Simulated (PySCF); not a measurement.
## [Lu(OH)2]+ at several levels of theory

Computed with PySCF 2.14.0 (density fitting, no spin-orbit coupling) at the geometry relaxed with PBE0:

```xyz
5
[Lu(OH)2]+ (singlet)
Lu    0.0000    0.0000   -0.5333
O     1.5910   -0.0343    0.4872
H     2.2332   -0.0489    1.2029
O    -1.5910    0.0343    0.4872
H    -2.2332    0.0489    1.2029
```

```json
{"level": "PBE0", "basis": "Lu def2-SVP with ECP28, O def2-SVP, H def2-SVP", "state": "singlet", "HOMO (eV)": "-13.76", "gap (eV)": "6.30", "charge on Lu1 (e)": "1.51", "population of f-type functions on Lu1 (core shells left out)": "14.06", "dipole about the centre of mass (D)": "2.18", "largest force component (eV/Å)": "0.01"}
{"level": "HF", "basis": "the same", "state": "singlet", "HOMO (eV)": "-17.89", "gap (eV)": "12.75", "charge on Lu1 (e)": "1.83", "population of f-type functions on Lu1 (core shells left out)": "14.08", "dipole about the centre of mass (D)": "3.07", "largest force component (eV/Å)": "1.33"}
```

Charges are Mulliken's, which hang on the basis. The relaxation used the grid (50, 194), these runs (75, 302) or, all-electron (x2c bases, spin-free X2C Hamiltonian), (99, 590).

Task: What does BLYP with Lu def2-SVP with ECP28, O def2-SVP, H def2-SVP give here?

Result: state singlet, HOMO (eV) -12.01, gap (eV) 3.65, charge on Lu1 (e) 1.34, population of f-type functions on Lu1 (core shells left out) 14.05, dipole about the centre of mass (D) 1.74, largest force component (eV/Å) 0.79. Time: 38 s on 2 threads of Intel(R) Xeon(R) Processor @ 2.50GHz (Skylake/Cascade Lake) (shared host), from an already converged density.

In the first row's basis the gap widens with exact exchange: 3.6 eV for BLYP (none); 6.3 eV for PBE0 (a fixed share); 12.8 eV for Hartree–Fock (rising or full at long range).
